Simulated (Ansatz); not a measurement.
C4H3F5 can be A, `FC1C(F)(F)CC1(F)F`, or B, `F[C@@H]1[C@@H](F)C(F)(F)[C@H]1F`.

Program: Ansatz. Geometries: PBE0-D4/def2-TZVP. ΔE: electronic, gas phase. CCSD(T)/CBS adds triple-zeta CCSD(T) − MP2 to the extrapolated MP2 energy (def2 sets, frozen cores). Functionals use def2-TZVPP.

Which is lower in electronic energy at CCSD(T)/CBS, and by how much? (Best estimate.)

The calculation gave: A, by 9.8 kcal/mol.

Give E(B) − E(A) in kcal/mol with PBE0-D4, HF/def2-TZVPP, r2SCAN-D4, CCSD(T)/def2-SVP, CCSD(T)/def2-TZVPP, PBE-D4, MP2/def2-TZVPP. (Estimate.)

Ansatz gave: PBE0-D4 9.7, HF/def2-TZVPP 9.4, r2SCAN-D4 10.7, CCSD(T)/def2-SVP 10.6, CCSD(T)/def2-TZVPP 9.8, PBE-D4 9.6, MP2/def2-TZVPP 10.1. None reverses the order clearly.

Does the order hold for the free energy at 298.15 K (harmonic terms from PBE0-D4)? (Estimate.)

Computed: Yes: G(B) − G(A) = +10.0 kcal/mol.

Largest T1 diagnostic: 0.012.

At CCSD(T), def2-SVP lies +0.9 kcal/mol from the extrapolated value and def2-TZVPP +0.1 kcal/mol. Leaving LDA and LC-ωPBE aside and taking each functional with its dispersion term where it has one, the values, not all of them listed here, spread over 1.7 kcal/mol, from BLYP-D4 to r2SCAN-D4. LDA lies +1.4 kcal/mol from PBE without D4.
